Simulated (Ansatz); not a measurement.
A run on `C[S][Cd][Cl]` with other settings.

```yaml
crystal:
  periodic: [false, false, false]
  atoms:
    - {symbol: C, position_ang: [-0.240374, 1.241963, -0.133888]}
    - {symbol: S, position_ang: [0.954504, 0.342752, 0.906768]}
    - {symbol: Cd, position_ang: [0.540858, -1.879347, 0.366287]}
    - {symbol: Cl, position_ang: [0.160810, -4.072221, -0.140982]}
    - {symbol: H, position_ang: [-1.269778, 0.986830, 0.112806]}
    - {symbol: H, position_ang: [-0.086438, 2.299217, 0.084492]}
    - {symbol: H, position_ang: [-0.059591, 1.080818, -1.195482]}
basis:
  gaussian: {orbitals: def2-TZVP}
hamiltonian: {xc: {name: B97M-V}}
```

```sh
$ ansatz run in.yaml --threads 2 --pin off --events-out ev --progress --plain --max-ram 32768MiB --backend cpu
```

It prints (some lines left out):

```
Functional definition: B97M-V
1198 factors; their error is unknown
mean field evaluation 1: about -28998.4736 eV, gradient 5.4e1 eV
mean field evaluation 2: about -28980.3346 eV, gradient 9.5e1 eV
mean field evaluation 4: about -29006.0475 eV, gradient 7.9e0 eV
mean field evaluation 8: about -29006.2187 eV, gradient 2.9e-1 eV
mean field evaluation 16: about -29006.2012 eV, gradient 2.4e-4 eV
mean field -29006.20120222 eV, -1065.9582330722 hartree, gradient 2.3e-5 eV, S^2 0.000000; 0 other end points of the search recorded, 0 dependent functions left out
reference -29006.20126359 eV, -1065.9582353274 hartree; 31, 31 occupied and 132, 132 virtual orbitals, 1198 factors
Total energy: -29006.20126359 eV, -1065.9582353274 hartree
```

It took 11 s on 2 threads of a server CPU on a shared host, with 0.3 GiB of host memory at the peak.
